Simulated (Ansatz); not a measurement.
Two isomers of CH7GeNSi: A = `N=[C]([SiH3])[GeH3]`, B = `[SiH3]/N=[CH]\[GeH3]`.

Gas-phase electronic energies from Ansatz, PBE0-D4/def2-TZVP geometries. CBS: MP2 limit from def2 TZ/QZ plus the TZ coupled-cluster correction, frozen cores. DFT in def2-TZVPP. B3LYP here is the variant with VWN-RPA as its local correlation; programs differ in this. For Ge outer-core shells are correlated without core-valence functions, which leaves a few kJ/mol of doubt a bond. Scalar relativity is left out up to krypton. Each species was taken in one conformer, which may not be the lowest.

Problem. Which isomer does CCSD(T)/CBS put lower? Give the gap. (Estimate.)

Solution. Computed: B, by 8.4 kcal/mol.

Problem. Give E(B) − E(A) in kcal/mol with r2SCAN-D4, B3LYP, B2PLYP, ωB97M-V, CCSD(T)/def2-TZVPP, MP2/def2-TZVPP, B3LYP-D4. (Estimate.)

Solution. Computed: r2SCAN-D4 -9.2, B3LYP -9.5, B2PLYP -9.5, ωB97M-V -8.9, CCSD(T)/def2-TZVPP -8.4, MP2/def2-TZVPP -9.2, B3LYP-D4 -9.6. None reverses the order clearly.

Largest T1 diagnostic: 0.013.

In def2-TZVPP, CCSD(T) changes the Hartree–Fock value by +2.9 kcal/mol (the triples alone add +0.4 kcal/mol) and MP2 by +2.2 kcal/mol.
